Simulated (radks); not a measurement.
The platinum ion Pt3+, configuration [Xe] 4f14 5d7. Calculated with a radial shooting solver on a logarithmic mesh with Libxc functionals: scalar-relativistic Kohn-Sham, r2SCAN, spin-unpolarised, spherical densities, finite nucleus; meta-GGA in the generalised Kohn-Sham scheme; Fermi nuclear charge, rms radius 5.427 fm. Some entries of the table are withheld. Estimate them.

orbital,occ.,eigenvalue (hartree),<1/r> (bohr^-1),<r^2> (bohr^2)
1s,2,(1),93.91,0.0004063
2s,2,-509.1149,22.03,(2)
2p,6,-441.3707,19.67,0.005203
3s,2,-120.9882,8.177,0.03997
3p,6,-101.1701,7.473,0.04101
3d,10,-79.61941,7.030,(3)
4s,2,-27.25881,(4),0.1943
4p,6,-20.73119,3.158,0.2216
4d,10,-12.75709,2.825,0.2532
5s,2,-5.11551,1.415,(5)
4f,14,-3.91326,2.390,0.3236
5p,6,-3.39782,1.207,1.351
5d,7,-1.42964,0.8773,2.524

Answer. 
(1) 1s eigenvalue (hartree): -2886.016
(2) 2s <r^2> (bohr^2): 0.006201
(3) 3d <r^2> (bohr^2): 0.03403
(4) 4s <1/r> (bohr^-1): 3.488
(5) 5s <r^2> (bohr^2): 1.018
